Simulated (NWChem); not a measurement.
CH$_{3}$F$_{3}$Si; SMILES F[SiH2]C(F)F

```xyz
8

F     -0.9140     1.6458     0.0000
Si     0.5587     0.9696     0.0000
C      0.3684    -0.9352     0.0000
F     -0.3171    -1.3371    -1.1010
F     -0.3171    -1.3371     1.1010
H      1.2785     1.3781     1.2347
H      1.2785     1.3781    -1.2347
H      1.3438    -1.4625     0.0000
```
Atoms are numbered in this order, from 1.

Program: NWChem. Geometry: optimised at PBE0/def2-SVP.

For level PW6B95/def2-SVP:

| Property | Value |
|---|---|
| highest occupied level (eV) | -8.85 |
| orbital gap (eV) | 8.94 |
| dipole (D) | 2.72 |

Problem. Estimate the same quantities for level B3LYP/def2-SVP.

Solution. 
| Item | Value |
|---|---|
| highest occupied level (eV) | -8.42 |
| orbital gap (eV) | 8.31 |
| dipole (D) | 2.61 |
